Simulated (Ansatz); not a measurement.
Reaction (redistribution): `[GeH3][CH]=[Se]` + `OCSC[SiH3]` → `OC[S][GeH3]` + `[SiH3]CC=[Se]`

Calculated with Ansatz (gas phase, PBE0-D4/def2-TZVP geometries, no zero-point term in ΔE). CCSD(T)/CBS adds triple-zeta CCSD(T) − MP2 to the extrapolated MP2 energy (def2 sets, frozen cores). Functionals use def2-TZVPP. B3LYP here is the variant with VWN-RPA as its local correlation; programs differ in this. For Ge, Se outer-core shells are correlated without core-valence functions, which leaves a few kJ/mol of doubt a bond. Scalar relativity is left out up to krypton. Each species was taken in one conformer, which may not be the lowest.

**Question.** Is it downhill or uphill in electronic energy at CCSD(T)/CBS, and by how much? (Estimate.)

**Answer.** Ansatz gave: Downhill: ΔE = -78.0 kJ/mol.

**Question.** What do these levels give: PBE-D4, r2SCAN-D4, B3LYP-D4, ωB97M-V, r2SCAN, PBE0, B3LYP, HF/def2-TZVPP, CCSD(T)/def2-TZVPP, MP2/def2-QZVPP, SCS-MP2/def2-QZVPP, CCSD/CBS(def2)? (Best estimate.)

**Answer.** The calculation gave: PBE-D4 -86.4, r2SCAN-D4 -90.5, B3LYP-D4 -85.9, ωB97M-V -81.4, r2SCAN -90.6, PBE0 -88.4, B3LYP -85.9, HF/def2-TZVPP -89.7, CCSD(T)/def2-TZVPP -77.5, MP2/def2-QZVPP -80.9, SCS-MP2/def2-QZVPP -77.6, CCSD/CBS(def2) -78.8 kJ/mol.

Largest T1 diagnostic among the species: 0.016.

In def2-TZVPP, CCSD(T) changes the Hartree–Fock value by +12.2 kJ/mol (the triples alone add +0.7 kJ/mol) and MP2 by +9.2 kJ/mol.
